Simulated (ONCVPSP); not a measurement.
# germanium: one change to an ONCV potential, before and after

```
Element                 : germanium
Generator               : ONCVPSP 4.0.1
Type                    : optimised norm-conserving Vanderbilt (ONCV)
Functional              : PBE
Relativity              : fully relativistic
Frozen core             : [Ar]
Valence charge          : 14
Reference configuration : 3d10 4s2 (charge +2)
Partial waves           : 4s: rc 1.50 bohr, ncon 5, nbas 9, qcut 5.3 1/bohr, 2 projectors, debl 2.9 Ha; p scattering state at 0.27 Ha: rc 1.25 bohr, ncon 3, nbas 8, qcut 6.6 1/bohr, 1 projector; 3d: rc 0.60 bohr, ncon 5, nbas 10, qcut 18.6 1/bohr, 2 projectors, debl 0.9 Ha
Local potential         : polynomial inside 0.55 bohr (lpopt 3, dvloc0 1 Ha)
Core correction         : none
```

Open shells are filled in proportion to 2j + 1.

In the d channel the program set the typed energies aside and used -1.799, 0.250 Ha (j = l + 1/2; the other j can differ).

Change: d: qcut 13.5.

Cutoffs: the cutoffs (Ha) at which the residual kinetic energy of the hardest occupied pseudo-wave falls to 1 and 0.1 mHa per electron; they do not see the model core or the augmentation charge, which bear on the density cutoff. Errors are all-electron minus pseudo energies relative to the spin-unpolarised reference configuration.

**Question.** What does the change do?

**Answer.** The potential gets harder (678 Ha and 1038 Ha → 1057 Ha and 1144 Ha); both files keep a bound ghost (p, s); the errors of the 4 common tests hardly move.

| quantity | base | changed |
| --- | --- | --- |
| cutoff, loose | 678 Ha | 1057 Ha |
| cutoff, tight | 1038 Ha | 1144 Ha |
| loose cutoff by channel | s 27 Ha, d 678 Ha | s 27 Ha, d 1057 Ha |
| bound ghosts | s, p3/2, p1/2 | s, p3/2, p1/2 |
| GHOST(+) flags under 300 eV | none | none |
| error for 3d10 4s2 4p2, meV [ΔE -22.89 eV] | +58 | +58 |
| error for 3d10 4s2 4p1, meV [ΔE -15.44 eV] | +34 | +34 |
| error for 3d10 4s1, meV [ΔE 34.79 eV] | +24 | +24 |
| error for 3d10 4s2 4p1.5, meV [ΔE -20.09 eV] | +48 | +48 |
| s: phases at 1.52 bohr within 0.05 rad from the reference energy up to (Ha; the scan ends near 5) | to the end of the scan | to the end of the scan |
| p3/2: phases at 1.27 bohr within 0.05 rad from the reference energy up to (Ha; the scan ends near 5) | 3.1 | 3.1 |
| p1/2: phases at 1.27 bohr within 0.05 rad from the reference energy up to (Ha; the scan ends near 5) | 0.7 | 0.7 |
| d5/2: phases at 0.61 bohr within 0.05 rad from the reference energy up to (Ha; the scan ends near 5) | to the end of the scan | to the end of the scan |
| d3/2: phases at 0.61 bohr within 0.05 rad from the reference energy up to (Ha; the scan ends near 5) | to the end of the scan | to the end of the scan |

 A true bound ghost makes a file unfit for plane-wave use even where its test errors are small: the radial tests pick states by their node count and pass the ghost by.
